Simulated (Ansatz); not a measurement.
## Molecular dynamics of Cl3GeH

The input (input.yaml):

```yaml
crystal:
  periodic: [false, false, false]
  atoms:
    - { symbol: Ge, position_ang: [-0.002385, -0.004981, -0.001652] }
    - { symbol: Cl, position_ang: [0.01074, 0.018298, 2.165889] }
    - { symbol: Cl, position_ang: [2.0458, 0.018382, -0.711155] }
    - { symbol: Cl, position_ang: [-1.006192, 1.780313, -0.711575] }
    - { symbol: H, position_ang: [-0.730063, -1.265311, -0.516307] }
basis:
  gaussian: { orbitals: def2-SVP }
hamiltonian:
  xc: revpbe
md:
  timestep: 4.0
  n_steps: 40
  ensemble: nvt_langevin
  temperature: 200.0
  initial_velocities: maxwell_boltzmann
  seed: 141949
  friction: 0.05
```

Launched with:

```bash
$ ansatz run input.yaml --threads 1 --pin off --max-ram 2048MiB --backend cpu --events-out ev --progress --plain --runs-dir out
```

It starts from a relaxed structure.

Output, in part (step lines, the closing report, with atoms numbered from 0):

```
md step     0: t =     0.00 fs  T =   160.0 K  F+E_penalty+E_count = -94075.62879269 eV  E_kin = 0.103408 eV  (23 SCF iters)
md step     1: t =     4.00 fs  T =    89.2 K  F+E_penalty+E_count = -94075.58584001 eV  E_kin = 0.057641 eV  (24 SCF iters)
md step     2: t =     8.00 fs  T =   103.3 K  F+E_penalty+E_count = -94075.61631563 eV  E_kin = 0.066791 eV  (24 SCF iters)
md step     3: t =    12.00 fs  T =    64.0 K  F+E_penalty+E_count = -94075.59393158 eV  E_kin = 0.041390 eV  (24 SCF iters)
md step     4: t =    16.00 fs  T =    61.8 K  F+E_penalty+E_count = -94075.59445263 eV  E_kin = 0.039914 eV  (24 SCF iters)
md step     5: t =    20.00 fs  T =   110.9 K  F+E_penalty+E_count = -94075.60383229 eV  E_kin = 0.071668 eV  (24 SCF iters)
md step     6: t =    24.00 fs  T =   172.0 K  F+E_penalty+E_count = -94075.59692803 eV  E_kin = 0.111179 eV  (24 SCF iters)
md step     7: t =    28.00 fs  T =   162.1 K  F+E_penalty+E_count = -94075.60594023 eV  E_kin = 0.104749 eV  (24 SCF iters)
md step     8: t =    32.00 fs  T =   110.5 K  F+E_penalty+E_count = -94075.58507815 eV  E_kin = 0.071445 eV  (24 SCF iters)
md step     9: t =    36.00 fs  T =   201.9 K  F+E_penalty+E_count = -94075.55631290 eV  E_kin = 0.130496 eV  (24 SCF iters)
md step    10: t =    40.00 fs  T =   128.1 K  F+E_penalty+E_count = -94075.53729232 eV  E_kin = 0.082788 eV  (24 SCF iters)
md step    11: t =    44.00 fs  T =   117.8 K  F+E_penalty+E_count = -94075.51977267 eV  E_kin = 0.076132 eV  (25 SCF iters)
md step    12: t =    48.00 fs  T =    99.9 K  F+E_penalty+E_count = -94075.53631366 eV  E_kin = 0.064567 eV  (24 SCF iters)
md step    13: t =    52.00 fs  T =   129.8 K  F+E_penalty+E_count = -94075.53771292 eV  E_kin = 0.083897 eV  (24 SCF iters)
md step    14: t =    56.00 fs  T =   158.1 K  F+E_penalty+E_count = -94075.57178502 eV  E_kin = 0.102196 eV  (24 SCF iters)
md step    15: t =    60.00 fs  T =   233.2 K  F+E_penalty+E_count = -94075.56273352 eV  E_kin = 0.150742 eV  (24 SCF iters)
md step    16: t =    64.00 fs  T =   192.3 K  F+E_penalty+E_count = -94075.51770900 eV  E_kin = 0.124305 eV  (24 SCF iters)
md step    17: t =    68.00 fs  T =   225.4 K  F+E_penalty+E_count = -94075.50629127 eV  E_kin = 0.145681 eV  (24 SCF iters)
md step    18: t =    72.00 fs  T =   283.8 K  F+E_penalty+E_count = -94075.49939435 eV  E_kin = 0.183390 eV  (24 SCF iters)
md step    19: t =    76.00 fs  T =   350.1 K  F+E_penalty+E_count = -94075.52159671 eV  E_kin = 0.226255 eV  (25 SCF iters)
md step    20: t =    80.00 fs  T =   288.7 K  F+E_penalty+E_count = -94075.53136596 eV  E_kin = 0.186556 eV  (23 SCF iters)
md step    21: t =    84.00 fs  T =   209.4 K  F+E_penalty+E_count = -94075.53021988 eV  E_kin = 0.135311 eV  (24 SCF iters)
md step    22: t =    88.00 fs  T =    87.5 K  F+E_penalty+E_count = -94075.51569680 eV  E_kin = 0.056573 eV  (24 SCF iters)
md step    23: t =    92.00 fs  T =   137.5 K  F+E_penalty+E_count = -94075.47944790 eV  E_kin = 0.088840 eV  (25 SCF iters)
md step    24: t =    96.00 fs  T =   179.8 K  F+E_penalty+E_count = -94075.51970030 eV  E_kin = 0.116222 eV  (25 SCF iters)
md step    25: t =   100.00 fs  T =   182.0 K  F+E_penalty+E_count = -94075.50329329 eV  E_kin = 0.117646 eV  (24 SCF iters)
md step    26: t =   104.00 fs  T =   157.9 K  F+E_penalty+E_count = -94075.55848123 eV  E_kin = 0.102031 eV  (25 SCF iters)
md step    27: t =   108.00 fs  T =   251.1 K  F+E_penalty+E_count = -94075.57352748 eV  E_kin = 0.162256 eV  (24 SCF iters)
md step    28: t =   112.00 fs  T =   182.1 K  F+E_penalty+E_count = -94075.55700769 eV  E_kin = 0.117678 eV  (24 SCF iters)
md step    29: t =   116.00 fs  T =   139.5 K  F+E_penalty+E_count = -94075.57087220 eV  E_kin = 0.090163 eV  (24 SCF iters)
md step    30: t =   120.00 fs  T =   135.4 K  F+E_penalty+E_count = -94075.53073609 eV  E_kin = 0.087485 eV  (24 SCF iters)
md step    31: t =   124.00 fs  T =   147.6 K  F+E_penalty+E_count = -94075.58173962 eV  E_kin = 0.095393 eV  (24 SCF iters)
md step    32: t =   128.00 fs  T =   120.9 K  F+E_penalty+E_count = -94075.53336535 eV  E_kin = 0.078133 eV  (24 SCF iters)
md step    33: t =   132.00 fs  T =    96.3 K  F+E_penalty+E_count = -94075.57807134 eV  E_kin = 0.062226 eV  (24 SCF iters)
md step    34: t =   136.00 fs  T =   211.6 K  F+E_penalty+E_count = -94075.57119449 eV  E_kin = 0.136758 eV  (24 SCF iters)
md step    35: t =   140.00 fs  T =   212.5 K  F+E_penalty+E_count = -94075.56924975 eV  E_kin = 0.137330 eV  (24 SCF iters)
md step    36: t =   144.00 fs  T =   237.3 K  F+E_penalty+E_count = -94075.57092164 eV  E_kin = 0.153379 eV  (24 SCF iters)
md step    37: t =   148.00 fs  T =   189.2 K  F+E_penalty+E_count = -94075.53778854 eV  E_kin = 0.122250 eV  (24 SCF iters)
md step    38: t =   152.00 fs  T =   213.2 K  F+E_penalty+E_count = -94075.56016349 eV  E_kin = 0.137775 eV  (24 SCF iters)
md step    39: t =   156.00 fs  T =   199.9 K  F+E_penalty+E_count = -94075.51858392 eV  E_kin = 0.129191 eV  (25 SCF iters)
md step    40: t =   160.00 fs  T =   230.8 K  F+E_penalty+E_count = -94075.57531019 eV  E_kin = 0.149151 eV  (25 SCF iters)
Total energy: -94075.57534446 eV, -3457.2136271935 hartree
Atom 0 at     0.059792    -0.059806    -0.036701 Å, force    -0.585842    -0.884747     0.291794 eV/Å
Atom 1 at     0.088619    -0.164486     2.156675 Å, force    -0.113967     0.036504    -0.396064 eV/Å
Atom 2 at     2.073106     0.077230    -0.694659 Å, force     0.801823     0.021176    -0.231933 eV/Å
Atom 3 at    -0.951079     1.695640    -0.729290 Å, force    -0.296534     0.394547    -0.022120 eV/Å
Atom 4 at    -0.615250    -1.336703    -0.683063 Å, force     0.194520     0.432521     0.358322 eV/Å
Dipole moment:    -0.124881    -0.213856    -0.133601 e Å
```

The run went to its last step. A step of 4 fs is long for free X–H stretches (periods near 10 fs) and can bias their spread and the temperature. A run of 0.16 ps of so small a system gives no equilibrium averages.

The same pairs are bonded in the first frame and the last. Pairs count as bonded within 1.25 times the sum of covalent radii (0.12 Å more for H–H).

Last frame:

```xyz
5
Properties=species:S:1:pos:R:3
Ge 0.060 -0.060 -0.037
Cl 0.089 -0.165 2.157
Cl 2.073 0.077 -0.695
Cl -0.951 1.696 -0.729
H -0.615 -1.337 -0.683
```

Run time: 86 s on 1 thread of Intel(R) Xeon(R) Platinum 8259CL CPU @ 2.50GHz (Skylake/Cascade Lake) (shared host), peak memory 0.15 GiB.
